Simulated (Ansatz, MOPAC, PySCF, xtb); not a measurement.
Pair of molecules: C2H4 (SMILES C=C) (first 6 atoms) with CH6Si (SMILES C[SiH3]); geometry from B3LYP-D3(BJ)/def2-TZVP, rigid monomers moved along the line of their centres of mass till H3···Si8 is 3.03 Å.
(charge 0, multiplicity 1):
```xyz
14

C      0.4907    -0.0153     0.0182
C     -0.8089     0.2180     0.1247
H      1.2180     0.5442     0.5933
H      0.8806    -0.7758    -0.6477
H     -1.5376    -0.3411    -0.4499
H     -1.1958     0.9785     0.7919
C     -0.7859    -0.9986     3.4375
Si     0.5076     0.3543     3.5284
H     -1.7401    -0.6523     3.8391
H     -0.4745    -1.8722     4.0133
H     -0.9413    -1.3066     2.4030
H      0.0767     1.5518     2.7659
H      1.7995    -0.1099     2.9670
H      0.7367     0.7658     4.9358
```

```json
[
 {"level": "PM6", "interaction energy (meV)": "18.0", "cost": "-"},
 {"level": "PM7", "interaction energy (meV)": "97.0", "cost": "-"},
 {"level": "GFN1-xTB", "interaction energy (meV)": "-73.2", "cost": "-"},
 {"level": "HF/3-21G (no counterpoise)", "interaction energy (meV)": "47.7", "cost": "-"},
 {"level": "PBE/def2-TZVPPD", "interaction energy (meV)": "33.5", "cost": "×1"},
 {"level": "PBE-D3(BJ)/def2-TZVPPD", "interaction energy (meV)": "-56.7", "cost": "×1"},
 {"level": "PBE-D4/def2-TZVPPD", "interaction energy (meV)": "-54.5", "cost": "×1"},
 {"level": "BP86/6-31G* (no counterpoise)", "interaction energy (meV)": "62.0", "cost": "-"},
 {"level": "B3LYP/6-31G*", "interaction energy (meV)": "100.3", "cost": "-"},
 {"level": "B3LYP/def2-TZVPPD", "interaction energy (meV)": "94.6", "cost": "×1"},
 {"level": "B3LYP-D3(BJ)/def2-TZVPPD", "interaction energy (meV)": "-52.5", "cost": "×1"},
 {"level": "B3LYP-D4/def2-TZVPPD", "interaction energy (meV)": "-39.9", "cost": "×1"},
 {"level": "PBE0-D4/def2-TZVPPD", "interaction energy (meV)": "-49.5", "cost": "×1"},
 {"level": "CCSD(T)/aug-cc-pV(D+d)Z", "interaction energy (meV)": "-9.0", "cost": "×10"}
]
```

The rows run from -73.2 (GFN1-xTB) to 100.3 meV (B3LYP/6-31G*). The dispersion term adds -90.2 in PBE-D3(BJ), -88.1 in PBE-D4, -147.2 in B3LYP-D3(BJ).

Monomers are frozen at their geometry in the pair; levels with a basis set take the counterpoise correction. Rows marked so take none.

Cores are frozen in the correlated methods. Rows in 3-21G, 6-31G* carry no dispersion term and start afresh at each structure (6-31G* with six Cartesian d functions). The state that PM6, PM7 reach isn't checked; PM7 holds dispersion and hydrogen-bond terms.

The values were computed with Ansatz (Gaussian basis) for Hartree–Fock, density functionals and correlated methods; MOPAC for PM6, PM7 (differences of heats of formation); PySCF for 3-21G rows, 6-31G* rows, the dispersion terms; xtb for the GFN methods. 

Costs are rough ratios of core time to PBE/def2-TZVPPD (about 14 s over the structures, on one shared machine); a dash marks a level with no comparable run of its own.

Ansatz is a quantum-chemistry and plane-wave program.
